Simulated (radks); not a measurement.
Spherical jellium clusters: N electrons in a uniform positive sphere of charge N and radius rs N^(1/3), rs = 4.88 bohr. Method: non-relativistic Kohn-Sham, LDA (Slater exchange, Perdew-Wang correlation), spin-polarised, spherical densities; computed with a radial shooting solver with Libxc functionals. Levels are named by radial order and angular momentum (1s, 1p, 1d, 2s, ...), and open shells are averaged over m.

N = 12, configuration 1s2 1p6 1d(up 4, down 0). This is the lowest configuration that the search found. Occupied and some empty levels:

level,occupation,eigenvalue (eV),<r> (bohr)
1s up,1,-3.9799,7.259
1s down,1,-3.7144,6.941
1p up,3,-3.3123,8.468
1p down,3,-2.9835,8.408
1d up,4,-2.4439,9.431
1d down,0,-2.1031,9.527
2s up,0,-1.9436,8.145
2s down,0,-1.7857,8.367
1f up,0,-1.4398,10.40
1f down,0,-1.1208,10.65
2p up,0,-0.96685,10.67
2p down,0,-0.80837,11.03

Energy (eV): total -21.2527, kinetic 15.194, external -416.36, Hartree 206.44, exchange-correlation -36.964, background 210.43.
